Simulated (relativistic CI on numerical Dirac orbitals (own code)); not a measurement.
One change at a time: Ba¹⁴⁺

Base calculation: Dirac-Coulomb-Breit CI, orbitals from a KLI potential per configuration, model QED, unscaled Slater integrals.

CI space (outside the closed core [Ar] 3d10): 4s2.4p6.4d6, 4s2.4p5.4d7, 4s2.4p6.4d5.4f, 4s2.4p4.4d8, 4s.4p6.4d7, 4s2.4p6.4d5.5s, 4s2.4p6.4d5.5p, 4p6.4d8, 4s2.4p6.4d4.4f.5s, 4s2.4p6.4d4.5s2, 4s2.4p6.4d5.5d, 4s2.4p6.4d4.5p2, 4s2.4p6.4d5.6s, 4s2.4p6.4d5.6d. Levels of other configurations are missing.

Variants: (1) valence Slater integrals scaled by 0.9; (2) one mean potential for all configurations; (3) only the first 3 configurations. Shifts of the energy above 4s2.4p6.4d6 5D_4, in cm⁻¹, for the lowest level and the first level of each name with at least 55 % of one term (blank where a level changes its place among those of its configuration and J or its character, or is not in the variant):

| Level | Base | Δ(1) | Δ(2) | Δ(3) |
| --- | --- | --- | --- | --- |
| 4s2.4p6.4d6 5D_4 | 0.0 | 0.0 | 0.0 | 0.0 |
| 4s2.4p6.4d6 5D_2 | 11841.6 | -786.6 | -2.7 | +1657.4 |
| 4s2.4p6.4d6 5D_3 | 13856.1 | +381.5 | -8.9 | -404.6 |
| 4s2.4p6.4d6 5D_1 | 19914.6 | +60.7 | -10.7 | +522.3 |
| 4s2.4p6.4d6 5D_0 | 20203.1 | -343.8 | -9.1 | +1116.7 |
| 4s2.4p6.4d6 3H_6 | 46894.0 | -3595.8 | -15.1 | -2570.6 |
| 4s2.4p6.4d6 3F_3 | 51550.8 | -3333.4 | -15.2 | +1771.2 |
| 4s2.4p6.4d6 3F_2 | 52323.4 | -3433.2 | -14.1 | +3254.1 |
| 4s2.4p6.4d6 1S_0 | 59960.0 | -3112.7 | -17.9 | +5531.5 |
| 4s2.4p6.4d6 3D_1 | 66294.9 | -3895.8 | -19.4 | +2957.2 |
| 4s2.4p6.4d6 3D_2 | 68039.7 | -4388.9 | -17.8 | +3777.3 |
| 4s2.4p6.4d6 3G_4 | 68284.1 | -4228.1 | -21.5 | +792.5 |
| 4s2.4p6.4d6 3D_3 | 73208.6 | -4388.6 | -21.2 |  |
| 4s2.4p6.4d6 3G_3 | 75136.1 | -3840.9 | -26.5 |  |

At this charge transitions that keep the count of f electrons are usually good to a few per cent. Terms inside the open d or f shell come out 10 to 20 % too wide with unscaled integrals. Levels and lines within the n = 5 or 6 shells can be off by up to 10 % or somewhat more, and those that change n by about 2 %, since core polarisation is missing. Levels that differ in their count of f electrons can be misplaced by several ten thousand cm⁻¹, since the correlation energy of f electrons is missing or only estimated; rates across such gaps can be off by orders of magnitude.

Ionisation energy from one configuration of each of the two ions, the ground ones as tabulated or assumed: base 354.11 eV; valence Slater integrals scaled by 0.9 354.564 eV. The NIST ASD value (theoretical) is 354 ± 3 eV.

LS names give the leading component of a level, which can be under half, so a name can repeat, a term be missing and a line seem to break the LS rules.
